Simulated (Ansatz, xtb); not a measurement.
## Two structures of ClFH4MgSi2

Structure I is a singlet given by its coordinates and structure II is `[F][Mg][Si@H]([SiH3])Cl`, a singlet. Both are isolated molecules in the gas phase, relaxed with B3LYP/6-31G*.

I (Å):

```xyz
9

Cl   -1.0462    1.1619    0.9579
F    -0.4028    2.0491    4.5345
Mg    0.4171    1.7120    3.0290
Si    2.4053    1.3856    1.4048
Si    0.7874    0.9315   -0.2498
H     3.2239    2.5148    0.8678
H     3.3014    0.1898    1.4304
H     0.5415    1.8998   -1.3501
H     0.6199   -0.4456   -0.7832
```

Close contacts (Å): Cl1–Mg3 2.59, Cl1–Si5 2.21, F2–Mg3 1.75, Mg3–Si4 2.59, Si4–Si5 2.36, Si4–H6 1.49, Si4–H7 1.49, Si5–H8 1.49, Si5–H9 1.49.

II (Å):

```json
{"atom": "Cl", "x (Å)": "2.1796", "y (Å)": "1.3690", "z (Å)": "-1.6792"}
{"atom": "F", "x (Å)": "6.7075", "y (Å)": "-1.0452", "z (Å)": "-0.1290"}
{"atom": "Mg", "x (Å)": "5.1276", "y (Å)": "-0.3241", "z (Å)": "0.0135"}
{"atom": "Si", "x (Å)": "2.7734", "y (Å)": "0.6846", "z (Å)": "0.2490"}
{"atom": "Si", "x (Å)": "1.0912", "y (Å)": "-0.7579", "z (Å)": "1.0500"}
{"atom": "H", "x (Å)": "2.7384", "y (Å)": "1.9034", "z (Å)": "1.1149"}
{"atom": "H", "x (Å)": "1.0102", "y (Å)": "-1.9801", "z (Å)": "0.2035"}
{"atom": "H", "x (Å)": "1.4633", "y (Å)": "-1.1793", "z (Å)": "2.4326"}
{"atom": "H", "x (Å)": "-0.2477", "y (Å)": "-0.1098", "z (Å)": "1.0893"}
```

Which of the two would you expect CCSD(T)/def2-SVP + ΔMP2/def2-TZVPP electronic energies to favour?

Structure I; the calculation gives E(II) − E(I) = +0.320 eV.

Level by level:

```json
{"level": "B3LYP/6-31G*", "geometry": "B3LYP/6-31G*", "E(II) − E(I) (eV)": "+0.284", "departure from the last row (eV)": "−0.036", "job, with rough time for the two": "optimisation, 85 s"}
{"level": "HF/def2-SVP", "geometry": "B3LYP/6-31G*", "E(II) − E(I) (eV)": "+0.309", "departure from the last row (eV)": "−0.011", "job, with rough time for the two": "part of the CCSD(T) run"}
{"level": "MP2/def2-SVP", "geometry": "B3LYP/6-31G*", "E(II) − E(I) (eV)": "+0.448", "departure from the last row (eV)": "+0.128", "job, with rough time for the two": "part of the CCSD(T) run"}
{"level": "CCSD(T)/def2-SVP", "geometry": "B3LYP/6-31G*", "E(II) − E(I) (eV)": "+0.456", "departure from the last row (eV)": "+0.136", "job, with rough time for the two": "single point"}
{"level": "CCSD(T)/def2-SVP + ΔMP2/def2-TZVPP", "geometry": "B3LYP/6-31G*", "E(II) − E(I) (eV)": "+0.320", "departure from the last row (eV)": "", "job, with rough time for the two": "single point, 30 s"}
```

The levels shown agree on the order. The largest departure from CCSD(T)/def2-SVP + ΔMP2/def2-TZVPP is that of CCSD(T)/def2-SVP, 0.136 eV. Levels run at GFN2-xTB geometries aren't shown. The last row adds to CCSD(T) the change of the MP2 difference between the two basis sets, here −0.136 eV, a large step that makes the value less sure.

With harmonic frequencies from B3LYP/6-31G* (ideal gas, rigid rotor, one conformer each, 298.15 K, 1 atm): on the last row, ΔE + ΔZPE = +0.321 eV. A mode under 50 cm⁻¹ makes harmonic enthalpies and free energies unreliable, so none is given.

The correlated steps freeze 17 core orbitals; the last core shell of Mg is correlated, in a basis made for valence electrons. Codes used: Ansatz 0.2.0; the last row on 2 threads of Intel(R) Xeon(R) Processor @ 2.70GHz on a shared host.
